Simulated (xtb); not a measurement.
xtb input (GFN1-xTB):

```bash
xtb mol.xyz --gfn 1 --opt tight --chrg 0 --uhf 0
```
mol.xyz:
```
6

N     -1.95127349    -0.54698312     0.08076112
B     -0.62194283    -0.17434369     0.02574155
Br     0.68582484    -1.36359934    -0.76048657
Br    -0.06552104     1.53748358     0.73481286
H     -2.28042076    -1.42854381    -0.27701575
H     -2.66158375     0.04319571     0.48156004
```

End of the output:

```
   5 B    7 N           1     1.3907016     1.3907016     1.3907016
   5 B   35 Br          2     1.9524594     1.9524594     1.9524594

optimized geometry written to: xtbopt.xyz

           -------------------------------------------------
          | TOTAL ENERGY              -13.551267712342 Eh   |
          | GRADIENT NORM               0.000045202653 Eh/α |
          | HOMO-LUMO GAP               5.038037745960 eV   |
           -------------------------------------------------

------------------------------------------------------------------------
------------------------------------------------------------------------
 total:
 SCF:
 ANC optimizer:
```
